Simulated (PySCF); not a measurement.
These are PySCF with PBE-D3(BJ)/def2-TZVP // PBE-D3(BJ)/def2-SVP values and carry that method's errors. Gas-phase values, no solvent. 

Reference species: [Nb(Cl)4(F)] (neutral, multiplicity 1).

The coordination number is 5. The LUMO comes out as -4.79 eV and the HOMO–LUMO gap is 3.23 eV.

Changed species: [Nb(F)5] (5 of 5 Cl replaced by F; the reference has 1 of 5 Cl replaced by F).

Task: Predict the effect on the coordination number, LUMO and HOMO–LUMO gap.

Result: the coordination number stays essentially unchanged; the LUMO rises by 0.46 eV, to -4.33 eV; the HOMO–LUMO gap increases by 2.65 eV, to 5.88 eV.
